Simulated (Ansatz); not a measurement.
Si2NH5F: which of these isomers lies lowest?

2 of its isomers, all doublets with charge 0: A = `N[Si](F)[SiH3]`; B = `F[SiH2]N[SiH2]`.

Shapes, held fixed at every level: PBE0-D4/def2-TZVP. Flexible molecules stand in one conformer, not always the lowest. Programs: Ansatz 0.2.0.

A:

```xyz
9

N    -0.9770    1.3729   -0.6836
Si   -0.8479   -0.3224   -0.5781
F    -0.4955   -1.0107   -1.9972
Si    0.8239   -0.8830    0.9691
H    -1.7423    1.8337   -1.1474
H    -0.1982    1.9932   -0.5288
H     1.1320   -2.3318    0.8565
H     2.0785   -0.1035    0.7569
H     0.3150   -0.5948    2.3356
```

B:

```xyz
9

F    -1.7782    1.2089   -1.1818
Si   -0.2880    1.1236   -0.6049
N     0.2415   -0.4914   -0.4030
Si    0.0236   -1.5336    0.9679
H     0.5763    1.7991   -1.5988
H    -0.3028    1.7798    0.7188
H     0.6004   -0.9422   -1.2345
H    -0.2463   -0.6500    2.1362
H     1.2618   -2.3407    1.1827
```

Electronic energies in kJ/mol, without zero-point or thermal terms.

| level | kind | B − A |
| --- | --- | --- |
| HF/def2-SVP | Hartree–Fock | -83.4 |
| SPW92/def2-TZVPP | LDA | -46.6 |
| r2SCAN-D4/def2-TZVPP | meta-GGA | -59.2 |
| r2SCAN0-D4/def2-TZVPP | global hybrid | -63.2 |
| MP2/def2-TZVPP | perturbation theory | -78.3 |
| CCSD/def2-SVP | coupled cluster or CI | -75.6 |
| CCSD(T)/CBS estimate | coupled cluster or CI | -68.4 |

The highest level, CCSD(T)/CBS estimate, puts B lowest of these. All levels agree on that. The B − A difference spans -83.4 to -46.6 kJ/mol over the levels. Open shells run unrestricted unless RO is named. The CBS estimate extrapolates MP2 from def2-TZVPP and def2-QZVPP and adds CCSD(T) − MP2 in the triple-zeta set, cores frozen.
